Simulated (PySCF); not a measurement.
H (hydrogen, neutral) across methods

2p1, 2P determinant (an excited configuration). Computed with PySCF 2.14 in aug-cc-pVTZ (4s3p2d, 23 functions), with no relativity, point nucleus.

```
 method  E (hartree)  mean ε 2p α (eV)  Σ⟨r²⟩ (bohr²)   ⟨S²⟩
r2SCAN0      -0.0983            -0.770          11.93  0.750
  TPSSh      -0.1047            -0.452          11.94  0.750
   PBE0      -0.1048            -0.822          11.94  0.750
    LDA      -0.0961             0.072          12.01  0.750
    UHF     -0.08691            -2.365          11.88  0.750
    PBE      -0.1086            -0.226          11.96  0.750
 r2SCAN      -0.1021            -0.241          11.95  0.750
wB97X-V      -0.0958            -2.451          11.84  0.750
```

(1) Estimate the same row for MN15.

For one electron the Hartree and exchange-correlation energies should cancel; what remains is the self-interaction error. The outer electron is Rydberg-like, and this basis confines it to a smaller radius and binds it less than a complete one would.

The highest occupied level is positive at MN15, LDA: only the finite basis holds that electron, which in a density functional comes from self-interaction.

Answers

(1) E (hartree) = -0.0655; mean ε 2p α (eV) = 0.415; Σ⟨r²⟩ (bohr²) = 11.01; ⟨S²⟩ = 0.750.
